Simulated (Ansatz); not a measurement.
Basis sets compared for Ca₃Se₃. Total charge 0; singlet. Geometry PBE0-D4/def2-SVP. Ansatz on 2 threads of AMD EPYC 7R13 on a shared host; times are rough, and most runs start from earlier orbitals.

```xyz
6

Ca   -0.949    0.360    0.745
Ca    0.509    1.766   -2.186
Ca    1.189   -2.487    0.740
Se   -0.502   -1.687    2.527
Se    0.969   -0.727   -1.283
Se   -1.216    2.775   -0.543
```

The structure comes from a short search, and lower isomers may exist.

Binding counts from free atoms (Ca singlet, Se triplet) in the same basis, without a counterpoise term.

```csv
level,functions,energy (Eh),HOMO (eV),LUMO (eV),binding per atom (eV),wall time
LDA (SPW92)/def2-TZVP,252,-9222.0262,-4.59,-2.57,3.46,5.5 s
PBE-D4/def2-SVP,168,-9234.9079,-4.24,-2.35,3.13,4.6 s
PBE-D4/def2-TZVP,252,-9236.0433,-4.40,-2.44,3.09,9.5 s
PBE0-D4/def2-SVP,168,-9235.2786,-5.15,-1.83,3.06,10 s
PBE0-D4/def2-TZVP (with forces),252,-9236.4100,-5.28,-1.91,3.03,32 s
```

Question: Estimate the rows for LDA (SPW92)/def2-TZVPD, PBE-D4/def2-TZVPD, PBE0-D4/def2-TZVPD.

Answer: 
```csv
level,functions,energy (Eh),HOMO (eV),LUMO (eV),binding per atom (eV),wall time
LDA (SPW92)/def2-TZVPD,279,-9222.0278,-4.60,-2.57,3.46,8 s
PBE-D4/def2-TZVPD,279,-9236.0446,-4.41,-2.45,3.09,7 s
PBE0-D4/def2-TZVPD,279,-9236.4111,-5.29,-1.92,3.03,10 s
```
